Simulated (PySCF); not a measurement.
ClH6NSi3, SMILES Cl[SiH]1[SiH2]N[SiH2]1. Atoms are numbered in the order given.

```xyz
11

Cl    -2.4065     0.3941     0.0000
Si    -0.6448    -0.7101     0.0000
Si     1.0471     0.0472    -1.4499
N      1.9804     0.3890     0.0000
Si     1.0471     0.0472     1.4499
H     -1.0000    -2.1587     0.0000
H      1.6989    -0.9529    -2.3555
H      0.7164     1.2517    -2.2749
H      2.9268     0.7594     0.0000
H      0.7164     1.2517     2.2749
H      1.6989    -0.9529     2.3555
```

The structure is a stationary point at PBE0-D3(BJ)/def2-SVP. This is a generated structure with no PubChem entry under its InChIKey; it may be hypothetical.

These are PySCF with HF/pcSseg-1 values and carry that method's errors.

GIAO shieldings, no solvent; atoms alike by connectivity are averaged. δ = σ(ref) − σ: ³⁵Cl against HCl (σ = 958.2 ppm); ²⁹Si against TMS (σ = 393.8 ppm); ¹⁵N against NH3 (σ = 267.3 ppm); ¹H against TMS (σ = 31.99 ppm), references at their B3LYP-D3(BJ)/def2-TZVP geometries, non-relativistic (without spin–orbit terms, shifts of atoms bonded to Cl or Br come out too high).

Computed chemical shifts:
```
nucleus             atoms  count  δ (ppm)
-------  ----------------  -----  -------
³⁵Cl                  Cl1      1   -131.6
²⁹Si                  Si2      1     12.0
²⁹Si             Si3, Si5      2    -21.2
¹⁵N                    N4      1     11.2
¹H                     H6      1     5.62
¹H       H7, H8, H10, H11      4     5.11
¹H                     H9      1     0.51
```
